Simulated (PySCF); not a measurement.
## C₆ coefficients of unlike pairs at PBE

Calculated with PySCF 2.14 from the dipole response of each species, C₆(A,B) = (3/π) ∫ α_A(iu) α_B(iu) du, in atomic units, from isotropic polarisabilities. For ions this is the dispersion term alone; charge-induced terms of lower order in 1/R come first.

```
species           configuration                                    basis      relativity  α (bohr³)  C₆ (like pair)
     Mn       [Ar] 3d5 4s2 (6S)                aug-cc-pVDZ-DK (7s6p4d2f)   spin-free X2C      73.42           693.4
   Kr²⁺  [Ar] 3d10 4s2 4p4 (3P)  aug-cc-pVTZ-PP with ECP10MDF (6s5p4d2f)  core potential      7.569           36.94
   Sc³⁺               [Ar] (1S)                 aug-cc-pVTZ (8s7p5d3f2g)            none      2.145           5.492
   Sc²⁺           [Ar] 3d1 (2D)                  dyall-av2z (16s12p7d2f)   spin-free X2C      5.102           14.61
```

(1) Estimate C₆ for Sc³⁺ with Mn.

No spin-orbit coupling is included.

The other pairs:

```json
{"pair": "Kr²⁺, Mn", "C₆": "127.5"}
{"pair": "Sc³⁺, Kr²⁺", "C₆": "13.66"}
{"pair": "Sc²⁺, Mn", "C₆": "80.15"}
{"pair": "Sc²⁺, Sc³⁺", "C₆": "8.755"}
{"pair": "Sc²⁺, Kr²⁺", "C₆": "23.05"}
```

## Answers

(1) The integral gives 40.85. The combination rule 2 C_A C_B / (C_A α_B/α_A + C_B α_A/α_B) gives 36.57 and the geometric mean 61.71.
